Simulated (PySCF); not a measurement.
disilylmethane (CH8Si2), SMILES [SiH3]C[SiH3]. Atoms are numbered in the order given.

```xyz
11

Si     1.5988     0.0000    -0.1827
C      0.0000     0.0000     0.8219
Si    -1.5988     0.0000    -0.1827
H      2.7906     0.0000     0.7167
H      1.6616     1.2107    -1.0533
H      1.6616    -1.2107    -1.0533
H      0.0000    -0.8856     1.4815
H      0.0000     0.8856     1.4815
H     -1.6616     1.2107    -1.0533
H     -1.6616    -1.2107    -1.0533
H     -2.7906     0.0000     0.7167
```

Geometry: B3LYP-D3(BJ)/def2-SVP.

Computed with PySCF with B3LYP-D3(BJ)/def2-SVP.

Frequencies are harmonic and unscaled.

Computed harmonic wavenumbers and intensities:
| mode | ν (cm⁻¹) | IR (km/mol) | moving atoms (share of kinetic energy) |
|---|---|---|---|
| 1 | 94 | 0.0 | H 99 % |
| 2 | 147 | 0.2 | H 82 %, C 15 % |
| 3 | 172 | 0.5 | Si 55 %, H 28 %, C 17 % |
| 4 | 457 | 4.2 | H 96 % |
| 5 | 546 | 0.9 | Si 41 %, H 37 %, C 22 % |
| 6 | 572 | 0.0 | H 93 % |
| 7 | 572 | 0.7 | H 89 %, Si 10 % |
| 8 | 761 | 57.7 | C 42 %, H 34 %, Si 23 % |
| 9 | 770 | 63.7 | H 56 %, C 32 %, Si 13 % |
| 10 | 830 | 118.2 | H 64 %, C 27 %, Si 9 % |
| 11 | 922 | 358.0 | H 93 % |
| 12 | 953 | 70.8 | H 97 % |
| 13 | 956 | 0.0 | H 98 % |
| 14 | 958 | 111.4 | H 96 % |
| 15 | 962 | 75.3 | H 97 % |
| 16 | 963 | 53.0 | H 91 %, Si 9 % |
| 17 | 1032 | 0.0 | H 96 % |
| 18 | 1087 | 62.5 | H 62 %, C 35 % |
| 19 | 1385 | 6.3 | H 92 % |
| 20 | 2214 | 203.9 | H 98 % |
| 21 | 2217 | 9.4 | H 96 % |
| 22 | 2217 | 84.1 | H 96 % |
| 23 | 2217 | 0.0 | H 96 % |
| 24 | 2224 | 235.7 | H 96 % |
| 25 | 2224 | 113.7 | H 98 % |
| 26 | 3036 | 1.6 | H 95 % |
| 27 | 3094 | 0.8 | H 91 %, C 9 % |
